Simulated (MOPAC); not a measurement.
MOPAC input (PM3):

```
PM3 FORCE THERMO(298,298) PRECISE LET CHARGE=-1 GEO-OK AUX(PRECISION=9) THREADS=1
C4H2BrSe

Br    1.81021514 1   -0.78651711 1    0.05410192 1
C    -0.00133093 1   -0.38722664 1    0.02794698 1
C    -0.94825573 1   -1.33596229 1    0.09780747 1
C    -2.30258074 1   -0.84254394 1    0.06418855 1
C    -2.51239473 1    0.48910085 1   -0.03160557 1
Se   -0.75150334 1    1.29658570 1   -0.09246812 1
H    -0.73178672 1   -2.40201248 1    0.17442461 1
H    -3.13531259 1   -1.54452486 1    0.11607298 1
```

Output:

```
 *******************************************************************************
 **                                                                           **
 **                              MOPAC v23.2.5                                **
 **                                                                           **
 *******************************************************************************
 ** MOPAC's Digital Object Identifier: https://doi.org/10.5281/zenodo.6511958 **
 **                                                                           **
 ** Please cite the open-source release paper for use of this MOPAC version:  **
 ** J. E. Moussa and J. J. P. Stewart (2026)                                  **
 ** MOPAC: An open-source semiempirical molecular orbital program             **
 ** J. Open Source Softw., 11(119), 8025, https://doi.org/10.21105/joss.08025 **
 *******************************************************************************

                              PM3 CALCULATION RESULTS

 *******************************************************************************
 *  PM3        - The PM3 Hamiltonian to be used
 *  GEO-OK     - OVERRIDE INTERATOMIC DISTANCE AND OTHER SAFETY CHECKS
 *
 *
 *
 *                 CHARGE ON SYSTEM = -1
 *
 *
 *
 *  LET        - OVERRIDE SOME SAFETY CHECKS
 *  PRECISE    - TIGHTER CRITERIA TO BE USED
 *  FORCE      - FORCE CALCULATION SPECIFIED
 *  AUX        - OUTPUT AUXILIARY INFORMATION
 *  THERMO     - THERMODYNAMIC QUANTITIES TO BE CALCULATED
 *******************************************************************************
PM3 FORCE THERMO(298,298) PRECISE LET CHARGE=-1 GEO-OK AUX(PRECISION=9) THREADS=1
 C4H2BrSe

   ATOM   CHEMICAL          X               Y               Z
  NUMBER   SYMBOL      (ANGSTROMS)     (ANGSTROMS)     (ANGSTROMS)

     1      Br          1.81021514  *  -0.78651711  *   0.05410192  *
     2       C         -0.00133093  *  -0.38722664  *   0.02794698  *
     3       C         -0.94825573  *  -1.33596229  *   0.09780747  *
     4       C         -2.30258074  *  -0.84254394  *   0.06418855  *
     5       C         -2.51239473  *   0.48910085  *  -0.03160557  *
     6      Se         -0.75150334  *   1.29658570  *  -0.09246812  *
     7       H         -0.73178672  *  -2.40201248  *   0.17442461  *
     8       H         -3.13531259  *  -1.54452486  *   0.11607298  *

          CARTESIAN COORDINATES

    NO.       ATOM           X           Y           Z

     1        Br          1.8102     -0.7865      0.0541
     2         C         -0.0013     -0.3872      0.0279
     3         C         -0.9483     -1.3360      0.0978
     4         C         -2.3026     -0.8425      0.0642
     5         C         -2.5124      0.4891     -0.0316
     6        Se         -0.7515      1.2966     -0.0925
     7         H         -0.7318     -2.4020      0.1744
     8         H         -3.1353     -1.5445      0.1161

  H: (PM3): J. J. P. STEWART, J. COMP. CHEM. 10, 209 (1989).
[...]
 EFFECTIVE MASS      2.6202
 FORCE CONSTANT      0.3538

 VIBRATION         14    9A'         ATOM PAIR     ENERGY CONTRIBUTION    RADIAL
 FREQUENCY          1340.43         C 3 -- C 4         +27.5% ( 95.7%)     99.7%
 TRANSITION DIPOLE   0.5550         C 2 -- C 3         +11.8% ( 62.6%)      3.3%
 TRAVEL (Ang.)       0.1157         Br1 -- C 3         +10.6% ( 59.5%)     54.0%
 REDUCED MASS        3.7583         C 3 -- Se6         +10.6% ( 59.5%)     23.0%
 EFFECTIVE MASS     11.8422         C 3 -- H 7         +10.4% ( 58.8%)     16.8%
 FORCE CONSTANT      3.9786

 VIBRATION         15   10A'         ATOM PAIR     ENERGY CONTRIBUTION    RADIAL
 FREQUENCY          1673.95         C 4 -- C 5         +31.6% ( 88.4%)     99.0%
 TRANSITION DIPOLE   2.6201         C 3 -- C 4         +14.4% ( 59.8%)     88.1%
 TRAVEL (Ang.)       0.1032         C 4 -- Se6         +10.5% ( 51.0%)     31.4%
 REDUCED MASS        3.7803         C 4 -- H 8         +10.4% ( 50.6%)      4.7%
 EFFECTIVE MASS     12.0055         C 2 -- C 3         +10.2% ( 50.3%)     94.3%
 FORCE CONSTANT      6.2411

 VIBRATION         16   11A'         ATOM PAIR     ENERGY CONTRIBUTION    RADIAL
 FREQUENCY          1782.70         C 2 -- C 3         +29.1% ( 86.5%)     99.7%
 TRANSITION DIPOLE   0.4344         C 3 -- C 4         +12.6% ( 56.9%)      2.2%
 TRAVEL (Ang.)       0.1016         C 3 -- Se6          +9.3% ( 49.0%)     51.4%
 REDUCED MASS        3.6623         Br1 -- C 3          +9.3% ( 49.0%)     73.1%
 EFFECTIVE MASS     11.8231
 FORCE CONSTANT      6.8573

 VIBRATION         17   12A'         ATOM PAIR     ENERGY CONTRIBUTION    RADIAL
 FREQUENCY          3089.99         C 4 -- H 8         +68.1% ( 84.6%)    100.0%
 TRANSITION DIPOLE   0.0707         C 3 -- H 7         +27.3% ( 53.6%)    100.0%
 TRAVEL (Ang.)       0.1992         C 3 -- C 4          +1.3% ( 11.8%)      1.3%
 REDUCED MASS        0.5502         C 4 -- C 5          +1.0% ( 10.4%)     34.7%
 EFFECTIVE MASS      1.5008
 FORCE CONSTANT      3.0951

 VIBRATION         18   13A'         ATOM PAIR     ENERGY CONTRIBUTION    RADIAL
 FREQUENCY          3102.59         C 3 -- H 7         +67.3% ( 84.4%)    100.0%
 TRANSITION DIPOLE   0.2689         C 4 -- H 8         +26.8% ( 53.3%)    100.0%
 TRAVEL (Ang.)       0.1987         C 3 -- C 4          +1.6% ( 13.0%)     85.9%
 REDUCED MASS        0.5504         C 2 -- C 3          +1.2% ( 11.3%)     42.4%
 EFFECTIVE MASS      1.5573
 FORCE CONSTANT      3.1216

      SYMMETRY NUMBER FOR POINT-GROUP Cs  =  1

          SYSTEM IS A GROUND STATE

 C4H2BrSe

          MOLECULE IS NOT LINEAR

          THERE ARE 18 GENUINE VIBRATIONS IN THIS SYSTEM
          THIS THERMODYNAMICS CALCULATION IS LIMITED TO
          MOLECULES WHICH HAVE NO INTERNAL ROTATIONS

                    CALCULATED THERMODYNAMIC PROPERTIES
                                          *
   TEMP. (K)   PARTITION FUNCTION   H.O.F.    ENTHALPY  HEAT CAPACITY ENTROPY
                                   KCAL/MOL   CAL/MOLE    CAL/K/MOL  CAL/K/MOL

 298.00  VIB.     0.9919D+01                  1995.3496    14.1745    11.2553
         ROT.     0.5653D+06                   888.2803     2.9808    29.3015
         INT.     0.5607D+07                  2883.6299    17.1553    40.5568
         TRA.     0.2919D+28                  1480.4672     4.9680    41.9120
         TOT.                       37.705    4364.0970    22.1234    82.4688

   *: NOTE: HEATS OF FORMATION ARE RELATIVE TO THE
            ELEMENTS IN THEIR STANDARD STATE AT 298K
              (=  Standard Enthalpy of Formation).

            Hvib:  Zero-point energy is not included.
                   frequencies of less than zero cm-1 are not included.
            Hrot = (3/2)RT
            Htra = (3/2)RT + pV = (5/2)RT

            Heat capacity is Cp, not Cv

          For more information, see: HTTP://OpenMOPAC.net/Manual/thermochemistry.html

           FORCE CONSTANT IN CARTESIAN COORDINATES (Millidynes/A)

    ATOM   CHEMICAL       X               Y               Z
   NUMBER   SYMBOL  FORCE CONSTANT  FORCE CONSTANT  FORCE CONSTANT

      1      Br        3.248186        0.202050        0.095707
      2       C        8.225128        9.246983        0.971416
      3       C       10.783272       13.886410        2.186113
      4       C       10.070079       13.213753        1.917630
      5       C        3.426860        9.603852        0.584318
      6      Se        1.918929        3.667171        0.327396
      7       H        1.438835        4.508114        0.329161
      8       H        2.381907        3.547049        0.281410

 **********************
 *                    *
 * JOB ENDED NORMALLY *
 *                    *
 **********************

 == MOPAC DONE ==
```

The dipole moment of an ion depends on the origin.
